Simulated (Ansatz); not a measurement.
HB (SMILES [BH]), singlet, at a GFN2-xTB geometry. Base run: PBE/cc-pVTZ (Ansatz, an electronic-structure program).

The Ansatz input:
Ansatz 0.2 input:
```yaml
crystal:
  periodic: [false, false, false]
  atoms:
    - {symbol: B, position_ang: [-0.00000000, -0.00000000, -0.19417233]}
    - {symbol: H, position_ang: [0.00000000, 0.00000000, 0.97086163]}
basis:
  gaussian:
    orbitals: cc-pVTZ
hamiltonian:
  xc: pbe
```

Each row names what was changed in the base input (with any setting that the change needs).

```csv
change,basis functions,E (Eh)
base,44,-25.23601
basis = 6-31G,11,-25.21861
basis = 6-31G*,17,-25.22476
basis = pcseg-1,19,-25.22322
basis = cc-pVDZ,19,-25.22845
basis = def2-SVP,19,-25.20501
basis = 6-31G**,20,-25.22541
basis = 6-311++G**,29,-25.23431
"basis = 6-311+G(2d,p)",33,-25.23491
basis = pcseg-2,44,-25.23671
basis = aug-cc-pVTZ,69,-25.23651
basis = cc-pVQZ,85,-25.23772
basis = def2-QZVPP,87,-25.23852
```

Totals compare only among sets that treat the same electrons; sets with core potentials leave the core out.
